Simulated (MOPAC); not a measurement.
Job for MOPAC: AM1 on H4OSi (SMILES O[SiH3]), a point of a torsion scan.

```
AM1 1SCF PRECISE CHARGE=0 THREADS=1
H4OSi

O      1.08924344 1    -0.50641031 1    -0.22728581 1
Si    -0.42198644 1     0.03729190 1     0.02287030 1
H      1.86064568 1     0.00539873 1    -0.00360036 1
H     -0.80468289 1     0.96026025 1    -1.04692042 1
H     -0.50842415 1     0.72360588 1     1.31319461 1
H     -1.19726449 1    -1.19260031 1    -0.01374304 1
```

Program output:

```
*******************************************************************************
 **                                                                           **
 **                              MOPAC v23.2.5                                **
 **                                                                           **
 *******************************************************************************
 ** MOPAC's Digital Object Identifier: https://doi.org/10.5281/zenodo.6511958 **
 **                                                                           **
 ** Please cite the open-source release paper for use of this MOPAC version:  **
 ** J. E. Moussa and J. J. P. Stewart (2026)                                  **
 ** MOPAC: An open-source semiempirical molecular orbital program             **
 ** J. Open Source Softw., 11(119), 8025, https://doi.org/10.21105/joss.08025 **
 *******************************************************************************

                              AM1 CALCULATION RESULTS

 *******************************************************************************
 *  AM1        - The AM1 Hamiltonian to be used
 *
 *
 *
 *                 CHARGE ON SYSTEM = 0
 *
 *
 *
 *  PRECISE    - TIGHTER CRITERIA TO BE USED
 *  1SCF       - DO 1 SCF AND THEN STOP
 *  THREADS=1  - MULTI-THREADING NOT USED
 *  T=         - A TIME OF 172800.0 SECONDS REQUESTED
 *  DUMP=N     - RESTART FILE WRITTEN EVERY 7200.0 SECONDS REQUESTED
 *******************************************************************************
AM1 1SCF PRECISE CHARGE=0 THREADS=1
 H4OSi

   ATOM   CHEMICAL          X               Y               Z
  NUMBER   SYMBOL      (ANGSTROMS)     (ANGSTROMS)     (ANGSTROMS)

     1       O          1.08924344  *  -0.50641031  *  -0.22728581  *
     2      Si         -0.42198644  *   0.03729190  *   0.02287030  *
     3       H          1.86064568  *   0.00539873  *  -0.00360036  *
     4       H         -0.80468289  *   0.96026025  *  -1.04692042  *
     5       H         -0.50842415  *   0.72360588  *   1.31319461  *
     6       H         -1.19726449  *  -1.19260031  *  -0.01374304  *



          CARTESIAN COORDINATES

    NO.       ATOM           X           Y           Z

     1         O          1.0892     -0.5064     -0.2273
     2        Si         -0.4220      0.0373      0.0229
     3         H          1.8606      0.0054     -0.0036
     4         H         -0.8047      0.9603     -1.0469
     5         H         -0.5084      0.7236      1.3132
     6         H         -1.1973     -1.1926     -0.0137

  H: (AM1): M.J.S. DEWAR ET AL, J. AM. CHEM. SOC. 107 3902-3909 (1985)
  O: (AM1): M.J.S. DEWAR ET AL, J. AM. CHEM. SOC. 107 3902-3909 (1985)
 Si: (AM1): M.J.S.DEWAR, C. JIE, ORGANOMETALLICS, 6, 1486-1490 (1987).

           Empirical Formula: H4 O Si  =     6 atoms



      MOLECULAR POINT GROUP   :   C1


      RHF CALCULATION, NO. OF DOUBLY OCCUPIED LEVELS = 7


 -------------------------------------------------------------------------------
 AM1 1SCF PRECISE CHARGE=0 THREADS=1
 H4OSi



     1SCF WAS SPECIFIED, SO BFGS WAS NOT USED
     SCF FIELD WAS ACHIEVED


                              AM1 CALCULATION
                                                       MOPAC v23.2.5 Linux




          FINAL HEAT OF FORMATION =        -55.07426 KCAL/MOL =    -230.43069 KJ/MOL


          COSMO AREA              =         86.90 SQUARE ANGSTROMS
          COSMO VOLUME            =         72.52 CUBIC ANGSTROMS

          IONIZATION POTENTIAL    =         11.043159 EV
          HOMO LUMO ENERGIES (EV) =        -11.043  1.262
          NO. OF FILLED LEVELS    =          7
          MOLECULAR WEIGHT        =         48.1165         POINT GROUP:  C1

          MOLECULAR DIMENSIONS (Angstroms)

            Atom       Atom       Distance
            H     6    H     3     3.28422
            H     5    H     4     2.38226
            O     1    H     4     1.92436


          SCF CALCULATIONS        =          1





   ATOM   CHEMICAL          X               Y               Z
  NUMBER   SYMBOL      (ANGSTROMS)     (ANGSTROMS)     (ANGSTROMS)

     1       O          1.08924344  *  -0.50641031  *  -0.22728581  *
     2      Si         -0.42198644  *   0.03729190  *   0.02287030  *
     3       H          1.86064568  *   0.00539873  *  -0.00360036  *
     4       H         -0.80468289  *   0.96026025  *  -1.04692042  *
     5       H         -0.50842415  *   0.72360588  *   1.31319461  *
     6       H         -1.19726449  *  -1.19260031  *  -0.01374304  *

                             CARTESIAN COORDINATES

   1    O        1.089243440    -0.506410310    -0.227285810
   2   Si       -0.421986440     0.037291900     0.022870300
   3    H        1.860645680     0.005398730    -0.003600360
   4    H       -0.804682890     0.960260250    -1.046920420
   5    H       -0.508424150     0.723605880     1.313194610
   6    H       -1.197264490    -1.192600310    -0.013743040


           Empirical Formula: H4 O Si  =     6 atoms



      MOLECULAR POINT GROUP   :   C1


                  EIGENVALUES
 -36.38300 -18.94876 -15.84334 -14.36890 -13.52547 -11.62634 -11.04316   1.26161
   1.77062   1.91176   2.10558   5.84477


              NET ATOMIC CHARGES AND DIPOLE CONTRIBUTIONS

  ATOM NO.   TYPE          CHARGE      No. of ELECS.   s-Pop       p-Pop
    1          O          -0.637617        6.6376     1.82281     4.81481
    2         Si           1.127236        2.8728     0.81647     2.05629
    3          H           0.244864        0.7551     0.75514
    4          H          -0.258997        1.2590     1.25900
    5          H          -0.264478        1.2645     1.26448
    6          H          -0.211008        1.2110     1.21101
 DIPOLE           X         Y         Z       TOTAL
 POINT-CHG.    -0.572     0.854     0.464     1.128
 HYBRID         0.664     0.383     0.154     0.782
 SUM            0.092     1.237     0.618     1.386


          ATOMIC ORBITAL ELECTRON POPULATIONS

     Atom    s        px        py        pz
    1  O   1.82281   1.30007   1.63467   1.88008
    2 Si   0.81647   0.57695   0.74090   0.73844
    3  H   0.75514
    4  H   1.25900
    5  H   1.26448
    6  H   1.21101

 **********************
 *                    *
 * JOB ENDED NORMALLY *
 *                    *
 **********************




 == MOPAC DONE ==
```

The run finished.

Cost: roughly 0.020 core-seconds.
